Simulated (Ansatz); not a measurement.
Geometry optimisation, Ansatz, RKS PBE0/STO-3G.

Input:

```yaml
crystal:
  periodic: [false, false, false]
  atoms:
    - { symbol: C, position_ang: [0.9024, -2.4455, -0.3993] }
    - { symbol: C, position_ang: [0.6475, -0.9244, -0.7059] }
    - { symbol: "N", position_ang: [0.2341, -0.2241, 0.5122] }
    - { symbol: C, position_ang: [0.1784, 1.2301, 0.3279] }
    - { symbol: Si, position_ang: [-1.6007, 1.7105, -0.2886] }
    - { symbol: S, position_ang: [0.3713, 2.0173, 1.9602] }
    - { symbol: H, position_ang: [1.6763, -2.5519, 0.3299] }
    - { symbol: H, position_ang: [1.1749, -2.9141, -1.3328] }
    - { symbol: H, position_ang: [-0.0602, -2.8402, 0.016] }
    - { symbol: H, position_ang: [-0.1219, -0.8188, -1.448] }
    - { symbol: H, position_ang: [1.5736, -0.5069, -1.0846] }
    - { symbol: H, position_ang: [1.0318, -0.3436, 1.2296] }
    - { symbol: H, position_ang: [0.8281, 1.6452, -0.35] }
    - { symbol: H, position_ang: [-1.919, 1.1163, -1.5801] }
    - { symbol: H, position_ang: [-1.6998, 3.1772, -0.4491] }
    - { symbol: H, position_ang: [-2.6676, 1.3352, 0.6964] }
    - { symbol: H, position_ang: [-0.5681, 1.3373, 2.6066] }
basis:
  gaussian: { orbitals: STO-3G }
hamiltonian:
  xc: pbe0
relax:
  f_tol: 0.015
  max_steps: 40
```

Command:

```bash
$ ansatz run input.yaml --threads 1 --pin off --max-ram 2048MiB --backend cpu --events-out ev --progress --plain --runs-dir out
```

Where does it end, and by what steps?

The forces met the threshold. Limits of this set-up: minimal basis. After 7 steps the energy has fallen by 0.629 eV; H17 moved furthest, 0.22 Å.

```tsv
step	energy less start (eV)	largest force component (eV/Å)	accepted
0	0.0000	5.297	yes
1	-0.5307	0.980	yes
2	-0.6135	0.266	yes
3	-0.6242	0.160	yes
4	-0.6280	0.096	yes
5	-0.6287	0.065	yes
6	-0.6290	0.034	yes
7	-0.6293	0.011	yes
```

```xyz
17
Properties=species:S:1:pos:R:3
C 0.890 -2.417 -0.447
C 0.571 -0.925 -0.681
N 0.242 -0.258 0.631
C 0.109 1.245 0.440
Si -1.568 1.688 -0.324
S 0.385 2.068 2.044
H 1.780 -2.528 0.187
H 1.082 -2.921 -1.403
H 0.047 -2.912 0.050
H -0.308 -0.835 -1.340
H 1.423 -0.440 -1.202
H 1.121 -0.369 1.211
H 0.915 1.635 -0.216
H -1.763 1.036 -1.597
H -1.618 3.116 -0.529
H -2.625 1.302 0.578
H -0.700 1.516 2.639
```

Run time: 44 s on 1 thread of Arm Neoverse V1, on a shared host, peak memory 0.16 GiB.
